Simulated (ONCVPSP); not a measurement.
## hafnium (Hf): one change to an ONCV potential, before and after

```json
{"Element": "hafnium", "Generator": "ONCVPSP 4.0.1", "Type": "optimised norm-conserving Vanderbilt (ONCV)", "Functional": "PBE", "Relativity": "fully relativistic", "Frozen core": "[Kr] 4d10 4f14 5s2", "Valence charge": "10", "Reference configuration": "5p6 5d2 6s1 (charge +1)", "Partial waves": "6s: rc 3.05 bohr, ncon 4, nbas 8, qcut 2.1 1/bohr, 2 projectors, debl 2.9 Ha; 5p: rc 1.45 bohr, ncon 4, nbas 7, qcut 6.8 1/bohr, 2 projectors, debl 0.7 Ha; 5d: rc 3.00 bohr, ncon 4, nbas 9, qcut 5.6 1/bohr, 2 projectors, debl 2.4 Ha", "Local potential": "polynomial inside 1.40 bohr (lpopt 5, dvloc0 4 Ha)", "Core correction": "Teter function fitted to the true core (icmod 2), fcfact 0.3"}
```

Open shells are filled in proportion to 2j + 1.

In the p channel the program set the typed energies aside and used -1.481, 0.250 Ha (j = l + 1/2; the other j can differ).

Change: s: ncon 3, nbas 7.

Cutoffs: the cutoffs (Ha) at which the residual kinetic energy of the hardest occupied pseudo-wave falls to 1 and 0.1 mHa per electron; they do not see the model core or the augmentation charge, which bear on the density cutoff. Errors are all-electron minus pseudo energies relative to the spin-unpolarised reference configuration.

Problem. What does the change do?

Solution. The potential gets neither clearly harder nor softer (23 Ha and 64 Ha → 23 Ha and 64 Ha); the p channel sets the loose cutoff, while the largest relative change is in s, which becomes softer; the lowest positive-energy flag moves from s at 6.0 eV to s at 11.3 eV; the number of tests with a reliable result goes from 3 to 4; of the 3 tests that both files solve, the error grows in 2 and shrinks in 1 by more than 15 % and 0.3 meV (median size 3.0 → 6.3 meV); neither file shows a bound ghost.

| quantity | base | changed |
| --- | --- | --- |
| cutoff, loose | 23 Ha | 23 Ha |
| cutoff, tight | 64 Ha | 64 Ha |
| loose cutoff by channel | s 3.8 Ha, p 23 Ha, d 9.7 Ha | s 2.9 Ha, p 23 Ha, d 9.7 Ha |
| bound ghosts | none | none |
| GHOST(+) flags under 300 eV | s at 6.0 eV | s at 11.3 eV |
| tests with a reliable result | 3 of 4 | 4 of 4 |
| error for 5p6 5d2 6s2, meV [ΔE -7.98 eV] | +0.9 | +0.1 |
| error for 5p6 5d2 6s0, meV [ΔE 14.18 eV] | -3.0 | -6.3 |
| error for 5p6 5d1 6s2, meV [ΔE -1.48 eV] | -5.4 | +8.0 |
| s: phases at 3.09 bohr within 0.05 rad from the reference energy up to (Ha; the scan ends near 5) | n/a | n/a |
| p3/2: phases at 1.47 bohr within 0.05 rad from the reference energy up to (Ha; the scan ends near 5) | to the end of the scan | to the end of the scan |
| p1/2: phases at 1.47 bohr within 0.05 rad from the reference energy up to (Ha; the scan ends near 5) | to the end of the scan | to the end of the scan |
| d5/2: phases at 3.05 bohr within 0.05 rad from the reference energy up to (Ha; the scan ends near 5) | 3.4 | 3.4 |
| d3/2: phases at 3.05 bohr within 0.05 rad from the reference energy up to (Ha; the scan ends near 5) | 3.3 | 3.3 |
| rms error of d²Exc/dni dnj with the model core, mHa | 4.93 | 4.83 |
